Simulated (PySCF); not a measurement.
A calculated (UHF, PySCF 2.14, x2c-TZVPPall with one added diffuse shell each of s, p, d, f type, the spin-free X2C one-electron Hamiltonian (Gaussian nucleus)) atom or ion has these occupied shells.

```
shell  electrons  orbital energy (eV)  rms radius, mean of both spins (bohr)
 1s α          1             -22234.0                                 0.0384
 1s β          1             -22234.0                                 0.0384
 2s α          1              -3276.6                                  0.158
 2s β          1              -3275.8                                  0.158
 2p α          3              -2929.0                                  0.140
 2p β          3              -2928.3                                  0.140
 3s α          1              -611.23                                  0.428
 3s β          1              -610.79                                  0.428
 3p α          3              -493.79                                  0.432
 3p β          3              -493.33                                  0.432
 3d α          5              -304.80                                  0.419
 3d β          5              -303.76                                  0.419
 4s α          1              -95.841                                   1.09
 4s β          1              -91.255                                   1.09
 4p α          3              -61.204                                   1.22
 4p β          3              -55.400                                   1.22
 4d α          5              -11.475                                   1.83
 4d β          2               -9.063                                   1.83
 5s α          1               -6.482                                   3.83
```

Name the element and its charge.

Ru (ruthenium, neutral), in [Kr] 4d7 5s1, high-spin 5F determinant.
